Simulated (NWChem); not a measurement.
Polarisability of HFSi

```
Si
F 1 1.6354
H 1 1.5468 2 96.80
```
Charge 0, spin multiplicity 1.

Program: NWChem. Structure: optimised with PBE0/def2-SVP, a minimum by its harmonic frequencies.

Basis set: 6-31G*. Static limit. This basis has no diffuse functions, which lowers polarisabilities.

The correlated methods keep 6 core orbitals frozen. B3LYP has NWChem's definition, with VWN1-RPA local correlation. The Pople sets run with spherical d functions. The structure started from a generated list of species. No row is a measurement; the coupled-cluster row has its own basis-set and correlation limits.

Order these methods by the isotropic polarisability they give, lowest first: LDA (SVWN5), B3LYP, HF, CCSD linear response.

CCSD linear response (23.51 bohr³), HF (23.63 bohr³), B3LYP (24.16 bohr³), LDA (SVWN5) (24.68 bohr³)
